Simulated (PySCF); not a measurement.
## input.py for SeBr⁺

The script input.py:

```python
from pyscf import gto, dft

mol = gto.M(
    atom='Se 0 0 0; Br 0 0 2.213',
    basis='pcseg-1',
    charge=1,
    spin=2,
    symmetry=True,
    verbose=4,
)
mf = dft.UKS(mol, xc='olyp')
mf.kernel()
mf.analyze()
print('orbital energies (hartree):', [e[max(0, n-3):n+3].round(4) for e, n in zip(mf.mo_energy, mol.nelec)])
```

```bash
$ OMP_NUM_THREADS=1 python input.py
```

It prints (some set-up lines and the per-cycle HOMO/LUMO lines with their warnings removed):

```
PySCF version 2.14.0

[INPUT] Symbol           X                Y                Z      unit          X                Y                Z       unit  Magmom
[INPUT]  1 Se     0.000000000000   0.000000000000   0.000000000000 AA    0.000000000000   0.000000000000   0.000000000000 Bohr   0.0
[INPUT]  2 Br     0.000000000000   0.000000000000   2.213000000000 AA    0.000000000000   0.000000000000   4.181963913662 Bohr   0.0

nuclear repulsion = 284.555300946588
point group symmetry = Coov
symmetry origin: [0.         0.         2.12128604]
symmetry axis x: [1. 0. 0.]
symmetry axis y: [0. 1. 0.]
symmetry axis z: [0. 0. 1.]
num. orbitals of irrep A1 = 22
num. orbitals of irrep E1x = 12
num. orbitals of irrep E1y = 12
num. orbitals of irrep E2x = 4
num. orbitals of irrep E2y = 4
number of shells = 6
number of NR pGTOs = 164
number of NR cGTOs = 54
basis = pcseg-1
ecp = {}

******** <class 'pyscf.dft.uks_symm.SymAdaptedUKS'> ********
method = SymAdaptedUKS
initial guess = minao
damping factor = 0
level_shift factor = 0
DIIS = <class 'pyscf.scf.diis.CDIIS'>
SCF conv_tol = 1e-09
SCF max_cycles = 50
number electrons alpha = 35  beta = 33
XC functionals = olyp

grids dens level: 3
Freeze 0 electrons in irreps []
    68 free electrons in irreps A1 E1x E1y E2x E2y
tot grids = 40848
init E= -4974.67760152192

cycle= 1 E= -4976.2043155981  delta_E= -1.53  |g|= 0.164  |ddm|= 1.47
cycle= 2 E= -4976.18935480429  delta_E= 0.015  |g|= 0.215  |ddm|= 0.635
cycle= 3 E= -4976.19755909367  delta_E= -0.0082  |g|= 0.182  |ddm|= 0.518
cycle= 4 E= -4976.22350910518  delta_E= -0.026  |g|= 0.00877  |ddm|= 0.26
cycle= 5 E= -4976.22354140195  delta_E= -3.23e-05  |g|= 0.00645  |ddm|= 0.0232
cycle= 6 E= -4976.22357295641  delta_E= -3.16e-05  |g|= 0.0009  |ddm|= 0.00945
cycle= 7 E= -4976.22357355282  delta_E= -5.96e-07  |g|= 0.000177  |ddm|= 0.00132
cycle= 8 E= -4976.22357357582  delta_E= -2.3e-08  |g|= 3.54e-05  |ddm|= 0.000256
cycle= 9 E= -4976.22357357696  delta_E= -1.14e-09  |g|= 9.86e-06  |ddm|= 7.14e-05
cycle= 10 E= -4976.22357357705  delta_E= -9.19e-11  |g|= 3.16e-06  |ddm|= 1.99e-05
Extra cycle  E= -4976.22357357699  delta_E= 6.09e-11  |g|= 9.21e-06  |ddm|= 1.59e-05
converged SCF energy = -4976.22357357699  <S^2> = 2.003369  2S+1 = 3.0022451
**** SCF Summaries ****
Total Energy =                       -4976.223573576989111
Nuclear Repulsion Energy =             284.555300946588318
One-electron Energy =                -7473.547947249635399
Two-electron Energy =                 2212.769072726058312
Two-electron Coulomb Energy =         2392.425635042834983
DFT Exchange-Correlation Energy =     -179.656562316776558
**** MO energy ****
[28 lines left out]
alpha MO #29 (A1 #13), energy= -1.04889327233777 occ= 1
alpha MO #30 (A1 #14), energy= -0.898468066624237 occ= 1
alpha MO #31 (A1 #15), energy= -0.642609447995139 occ= 1
alpha MO #32 (E1x #7), energy= -0.589118147198034 occ= 1
alpha MO #33 (E1y #7), energy= -0.589118147198034 occ= 1
alpha MO #34 (E1x #8), energy= -0.500397995638668 occ= 1
alpha MO #35 (E1y #8), energy= -0.500397995638668 occ= 1
alpha MO #36 (A1 #16), energy= -0.369149618435451 occ= 0
alpha MO #37 (A1 #17), energy= -0.0299247925054902 occ= 0
alpha MO #38 (E1x #9), energy= -0.0127173517143798 occ= 0
[16 lines left out]
[26 lines left out]
beta  MO #27 (E2x #2), energy= -2.35247995175241 occ= 1
beta  MO #28 (E2y #2), energy= -2.35247995175241 occ= 1
beta  MO #29 (A1 #13), energy= -1.02666685197581 occ= 1
beta  MO #30 (A1 #14), energy= -0.850555810830177 occ= 1
beta  MO #31 (A1 #15), energy= -0.620674897459626 occ= 1
beta  MO #32 (E1x #7), energy= -0.558204930154478 occ= 1
beta  MO #33 (E1y #7), energy= -0.558204930154478 occ= 1
beta  MO #34 (E1x #8), energy= -0.4458701494681 occ= 0
beta  MO #35 (E1y #8), energy= -0.4458701494681 occ= 0
beta  MO #36 (A1 #16), energy= -0.347241180614111 occ= 0
[18 lines left out]
 ** Mulliken pop alpha/beta on meta-lowdin orthogonal AOs **
 ** Mulliken pop       alpha | beta **
pop of  0 Se 1s        1.00000 | 1.00000
pop of  0 Se 2s        0.99998 | 0.99998
pop of  0 Se 3s        0.99980 | 0.99980
pop of  0 Se 4s        0.97052 | 0.96596
pop of  0 Se 5s        0.00215 | 0.00178
pop of  0 Se 2px       1.00000 | 0.99999
pop of  0 Se 2py       1.00000 | 0.99999
pop of  0 Se 2pz       1.00000 | 1.00000
pop of  0 Se 3px       0.99996 | 0.99992
pop of  0 Se 3py       0.99996 | 0.99992
pop of  0 Se 3pz       0.99992 | 0.99993
pop of  0 Se 4px       0.99154 | 0.24368
[42 lines left out]
In total            35.00000 | 33.00000
 ** Mulliken atomic charges   ( Nelec_alpha | Nelec_beta ) **
charge of  0Se =      0.64316  (    17.44406     15.91277 )
charge of  1Br =      0.35684  (    17.55594     17.08723 )

WARN: System has nonzero charge 1; the dipole moment is origin-dependent.
Location of origin: [0. 0. 0.]

Dipole moment(X, Y, Z, Debye):  0.00000,  0.00000,  4.14928
orbital energies (hartree): [array([-0.5891, -0.5004, -0.5004, -0.3691, -0.0299, -0.0127]), array([-0.6207, -0.5582, -0.5582, -0.4459, -0.4459, -0.3472])]
```

In short: E(SCF) = -4976.223574 Eh, 10 cycles, ⟨S²⟩ = 2.003.

Run time: 4.5 s on 1 thread of Intel Xeon Platinum 8375C @ 2.90GHz (shared host), peak memory 0.21 GiB.

The bond length is a typed value, not an optimised one. The dipole of an ion depends on the origin. No search for the lowest solution was made.
